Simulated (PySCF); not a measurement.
**Rubidium: a sound run and one with changed settings**

Sound run: Rb⁺ [Kr], Rb²⁺ [Ar] 3d10 4s2 4p5. Computed with PySCF 2.14 in jorge-DZP-DKH (8s6p2d, 36 functions), with the spin-free X2C one-electron Hamiltonian (Gaussian nucleus). The sound run starts from symmetry-adapted Hartree-Fock orbitals and uses a fine grid where one is needed.

Changed run: radial step 0.5 in ln r (0.13 in the sound run). This setting is unsound on purpose.

```tsv
species	method	sound run (hartree)	changed run (hartree)	converged
Rb⁺	UHF	-2978.70208	-2978.70208	yes
Rb⁺	B3LYP	-2980.60379	-2980.56064	yes
Rb⁺	r2SCAN	-2980.54952	-2980.38724	yes
Rb²⁺	UHF	-2977.70258	-2977.70258	yes
Rb²⁺	B3LYP	-2979.56237	-2979.51672	yes
Rb²⁺	r2SCAN	-2979.50429	-2979.33339	yes
```

Ionisation energy of Rb⁺:

| method | sound run (eV) | changed run (eV) |
| --- | --- | --- |
| UHF | 27.198 | 27.198 |
| B3LYP | 28.339 | 28.407 |
| r2SCAN | 28.442 | 28.677 |

A coarse radial grid mis-integrates the density and the exchange-correlation energy, with errors of either sign; Hartree-Fock needs no grid.

For comparison, NIST gives 27.290 eV between the lowest levels.
